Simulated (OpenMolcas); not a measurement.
**Mg II: CASPT2 settings compared**

- Program: OpenMolcas
- Basis: ANO-L-VQZP [6s5p3d2f]
- Scalar Hamiltonian: non-relativistic, point nucleus
- Active space: 1 electron in 8 orbitals (3s 3p 4s 4p)
- State averaging: 2S+1 = 2 even, 1 root; 2S+1 = 2 odd, 3 roots
- Spin-orbit coupling: RASSI with atomic mean-field integrals over the reference wave functions, term energies averaged over their components

Methods on the same reference wave functions:
A. CASSCF
B. SS-CASPT2, IPEA 0.5 Eh, imaginary shift 0.15 Eh (closed shells correlated: 1s 2s 2p)
C. SS-CASPT2, IPEA 0.5 Eh, imaginary shift 0.4 Eh (closed shells correlated: 1s 2s 2p)

Energies in cm⁻¹ above 3s ²S_1/2, the measured ground level; measured values from NIST Handbook of Basic Atomic Spectroscopic Data.

```csv
Level,A,B,C,Measured
3s ²S_1/2,0.0,0.0,0.0,0.0
3p ²P°_1/2,34460,34880,34880,35669
3p ²P°_3/2,34526,34946,34946,35761
```

Deviations, from unrounded energies. A percentage is the sum of absolute deviations over the sum of measured energies, with the sign that they share, or ± where signs differ.

```
           Against measurement  Levels     A     B     C
mean absolute deviation (cm-1)       2  1200   800   800
      other configurations (%)       2  -3.4  -2.2  -2.2
```

B, C lie about equally close to measurement and A furthest from it. The largest miss of B in the table is 3p ²P°_3/2, by -810 cm-1. The ranking rests on the paired levels alone, and a cruder setting can come out closer through cancelling errors.

Between B and C no level of the table moves by more than 5 cm-1.

The lowest spin-free term lies below A's lowest term by 0.026 hartree in B, 0.026 hartree in C.

With one active electron outside closed inactive shells, the extra shells (4p 4s) add no correlation to the reference. ANO sets are built for ground and valence states and can reach diffuse excited orbitals poorly. With one active electron the reference holds no correlation, so core polarisation is missing (holds for A). With one active electron, CASPT2 adds the correlation within the correlated inactive shells and between them and that electron, and leaves the splitting within a term as the reference gives it (holds for B; C). Measured partners are found by configuration, term and J. A level has none where our copy of the source lacks it or the pairing is in doubt (some pairs that miss far off the trend of their configuration count as doubtful), and it then counts in no deviation. Only configurations of the active space appear.

° marks odd parity.
